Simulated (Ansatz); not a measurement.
Two isomers of CH6BFOSi: A = `CB(F)O[SiH3]`, B = `B[SiH2]C(O)F`.

Computed with Ansatz on PBE0-D4/def2-TZVP structures; ΔE is electronic, products minus reactants. CBS: MP2 limit from def2 TZ/QZ plus the TZ coupled-cluster correction, frozen cores. DFT in def2-TZVPP. B3LYP here is the variant with VWN-RPA as its local correlation; programs differ in this. One conformer a species, not always the lowest.

A:

```xyz
11

C     0.735    1.364   -1.376
B     0.553    0.214   -0.339
F     1.615   -0.533    0.003
O    -0.631   -0.078    0.244
Si   -1.063   -1.231    1.355
H     1.126    0.965   -2.317
H     1.482    2.080   -1.019
H    -0.193    1.897   -1.579
H    -0.814   -2.588    0.809
H    -2.510   -1.045    1.608
H    -0.299   -1.045    2.613
```

B:

Z-matrix (Å, degrees):
```
Si
C 1 1.915
B 1 2.007 2 112.2
H 1 1.490 2 107.7 3 -125.2
H 1 1.493 2 107.2 3 119.0
F 2 1.399 1 108.6 3 -61.0
O 2 1.380 1 108.3 3 58.1
H 2 1.098 1 113.5 3 -177.3
H 3 1.196 1 120.1 2 -166.4
H 3 1.193 1 121.8 2 15.6
H 7 0.963 2 109.7 1 171.8
```

Task: Which isomer does CCSD(T)/CBS put lower? Give the gap. (Best estimate.)

Result: Ansatz gave: A, by 584.1 kJ/mol.

Task: Give E(B) − E(A) in kJ/mol with LDA (SPW92), CCSD(T)/def2-SVP, r2SCAN-D4, PBE-D4, B3LYP, MP2/def2-TZVPP, CCSD/def2-TZVPP. (Best estimate.)

Result: The calculation gave: LDA (SPW92) 566.3, CCSD(T)/def2-SVP 586.5, r2SCAN-D4 580.8, PBE-D4 549.3, B3LYP 578.4, MP2/def2-TZVPP 602.7, CCSD/def2-TZVPP 585.9. None reverses the order clearly.

Task: Does the order hold for the free energy at 298.15 K (harmonic terms from PBE0-D4)? (Best estimate.)

Result: The calculation gave: Yes: G(B) − G(A) = +579.5 kJ/mol, for one conformer each. Modes under 60 cm⁻¹, often nearly free rotors, make the harmonic entropy too high.

Largest T1 diagnostic: 0.012.

Leaving LDA and LC-ωPBE aside and taking each functional with its dispersion term where it has one, the values, not all of them listed here, spread over 50.4 kJ/mol, from revPBE-D4 to BHLYP-D4. LDA lies +16.0 kJ/mol from PBE without D4. From r2SCAN to r2SCAN0 (25 % exact exchange), in def2-TZVPP and without D4, E(B) − E(A) moves by +8.2 kJ/mol.
